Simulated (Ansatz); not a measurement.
A nudged elastic band was laid between two geometries of CH5N + CH6OSi (16 atoms, charge 0, multiplicity 1).

These are results of Ansatz 0.2.0, RKS PBE0/def2-SVP, not measurements.

* movable images: 9
* climbing image: yes
* spring: 5.0 eV/Å²
* optimiser: quadratic models (default)
* start path: through a guess of the saddle point
* force threshold: 0.05 eV/Å
* iteration limit: 60
* end points: relaxed

Initial state:

```xyz
16
Properties=species:S:1:pos:R:3
Si 0.064 1.271 0.452
O 0.060 0.367 -0.983
C -0.339 0.856 -2.229
H -0.389 2.609 -0.118
H 1.392 1.639 1.050
H -0.999 1.007 1.478
H 1.503 -1.015 0.475
N 0.761 -0.808 1.143
C -0.258 -1.846 1.120
H -1.260 0.349 -2.571
H -0.538 1.943 -2.216
H 0.446 0.664 -2.981
H 1.191 -0.722 2.064
H -1.078 -1.567 1.798
H -0.667 -1.903 0.103
H 0.113 -2.843 1.415
```

Final state:

```xyz
16
Properties=species:S:1:pos:R:3
Si -0.105 1.136 1.541
O 1.152 0.677 -1.510
C 0.143 0.461 -2.444
H -1.186 1.572 0.611
H 1.074 2.044 1.498
H -0.674 1.147 2.930
H 0.964 0.133 -0.721
N 0.439 -0.455 1.029
C -0.483 -1.577 0.990
H -0.873 0.684 -2.057
H 0.312 1.129 -3.304
H 0.123 -0.576 -2.841
H 1.349 -0.719 1.399
H -0.769 -1.961 1.988
H -1.411 -1.278 0.477
H -0.056 -2.415 0.416
```

Question: What changes between the two ends?

Answer: Bonds broken: Si1–O2, H7–N8. Bonds formed: O2–H7. CH5N + CH6OSi becomes CH4O + CH7NSi.

Question: What energy profile does the band end with?

Answer: It converged. The highest image is number 5 of 0 to 10, 1.10 eV above the first end and 0.78 eV above the last; the last end lies 0.32 eV above the first. A vibrational analysis at the climbing image gives one clearly imaginary mode, 958i cm⁻¹, and a faint second one (22i cm⁻¹) that may be numerical noise or a soft torsion: probably a first-order saddle point. The orbitals stay closed-shell, which can raise the energy where a bond breaks towards radicals; this wasn't checked here.

```tsv
image	path coordinate (Å)	energy (eV)	Si1–O2 (Å)	H7–N8 (Å)	O2–H7 (Å)
0	0.00	0.00	1.70	1.02	2.47
1	0.75	0.01	1.70	1.02	2.31
2	1.50	0.09	1.71	1.02	2.10
3	2.25	0.40	1.74	1.02	1.91
4	3.00	0.72	1.80	1.03	1.76
5	3.76	1.10	2.05	1.23	1.26
6	4.45	0.57	2.50	1.73	0.99
7	5.15	0.39	2.97	1.93	0.98
8	5.86	0.35	3.09	1.96	0.98
9	6.56	0.33	3.20	1.94	0.98
10	7.26	0.32	3.33	1.92	0.98
```

Question: What is the geometry of the highest image?

Answer: 
```xyz
16
Properties=species:S:1:pos:R:3
Si 0.010 1.071 0.796
O 0.790 0.578 -1.029
C 0.140 0.838 -2.227
H -1.259 1.401 0.069
H 1.098 2.085 0.914
H -0.522 1.064 2.232
H 0.734 -0.490 -0.371
N 0.517 -0.756 0.811
C -0.483 -1.727 1.231
H -0.827 0.302 -2.330
H -0.082 1.918 -2.329
H 0.771 0.553 -3.089
H 1.391 -0.885 1.322
H -0.820 -1.544 2.265
H -1.363 -1.654 0.575
H -0.093 -2.754 1.161
```

The run took 9.5 min on 4 threads of Arm Neoverse N1 (shared host), peak memory 0.35 GiB.
